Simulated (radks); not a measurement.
Values are calculated unless marked as measured or tabulated.
All-electron atom: neutral potassium in [Ar] 4s1 (the NIST ground configuration). Code: a radial shooting solver on a logarithmic mesh with Libxc functionals. Model: scalar-relativistic Kohn-Sham, r2SCAN, spin-unpolarised, spherical densities, finite nucleus; meta-GGA in the generalised Kohn-Sham scheme; Fermi nuclear charge, rms radius 3.4349 fm.

Unscreened Slater integrals over Kohn-Sham orbitals (eV).

| integral | value |
|---|---|
| F0(4s,4s) | 4.7229 |
| F0(4s,3p) | 6.1192 |
| G1(4s,3p) | 0.27554 |
| F0(4s,3s) | 6.1575 |
| G0(4s,3s) | 0.17283 |
| F0(4s,2p) | 6.4005 |
| G1(4s,2p) | 0.076905 |
| F0(3p,3p) | 17.222 |
| F2(3p,3p) | 8.6132 |
| F0(3p,3s) | 18.184 |
| G1(3p,3s) | 12.031 |
| F0(3p,2p) | 23.582 |
| F2(3p,2p) | 4.0856 |
| G0(3p,2p) | 1.5902 |
| G2(3p,2p) | 1.6121 |
| F0(3s,3s) | 19.312 |
| F0(3s,2p) | 25.730 |
| G1(3s,2p) | 1.9147 |
| F0(2p,2p) | 71.190 |
| F2(2p,2p) | 33.223 |
